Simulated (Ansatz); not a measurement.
Start from `N#[C][Ge]([F])([F])[F]` and change one atom or group to get `[F][Ge]([F])([F])[GeH3]`.

Ansatz, PBE0-D4/def2-TZVP geometries, multiplicity 1. 

Scalar relativity is left out up to krypton.

```tsv
property	`N#[C][Ge]([F])([F])[F]`
HOMO energy (PBE/def2-TZVPP) / eV	-9.66
ideal-gas entropy at 298 K and 1 bar (rigid rotor, harmonic PBE0-D4/def2-TZVP) / J/(mol·K)	342
size of the dipole moment (B3LYP/def2-TZVPP) / D	0.81
zero-point energy (PBE0-D4/def2-TZVP) / kJ/mol	41.0
HOMO–LUMO gap (B3LYP/def2-TZVPP) / eV	9.08
HOMO–LUMO gap (PBE/def2-TZVPP) / eV	6.98
```

Task: What does the change do to each property? (Estimate.)

Result: The calculation gave: 
```json
{"property": "HOMO energy (PBE/def2-TZVPP) / eV", "`[F][Ge]([F])([F])[GeH3]`": "-8.24", "shift": "1.42"}
{"property": "ideal-gas entropy at 298 K and 1 bar (rigid rotor, harmonic PBE0-D4/def2-TZVP) / J/(mol·K)", "`[F][Ge]([F])([F])[GeH3]`": "375", "shift": "33"}
{"property": "size of the dipole moment (B3LYP/def2-TZVPP) / D", "`[F][Ge]([F])([F])[GeH3]`": "4.16", "shift": "3.35"}
{"property": "zero-point energy (PBE0-D4/def2-TZVP) / kJ/mol", "`[F][Ge]([F])([F])[GeH3]`": "80.9", "shift": "39.9"}
{"property": "HOMO–LUMO gap (B3LYP/def2-TZVPP) / eV", "`[F][Ge]([F])([F])[GeH3]`": "8.17", "shift": "-0.91"}
{"property": "HOMO–LUMO gap (PBE/def2-TZVPP) / eV", "`[F][Ge]([F])([F])[GeH3]`": "6.41", "shift": "-0.57"}
```

With PBE0 the HOMO rises by 1.73 eV and the LUMO rises by 0.86 eV, so the gap narrows by about 0.87 eV. PBE moves the HOMO by 1.42 eV and ωB97M-V by 1.99 eV. The zero-point energy changes by 39.9 kJ/mol with +6 modes. Dipoles are sizes alone; their direction can turn. Modes under 60 cm⁻¹, often nearly free rotors, make the harmonic entropy too high.

B3LYP here is the variant with VWN-RPA as its local correlation; programs differ in this.
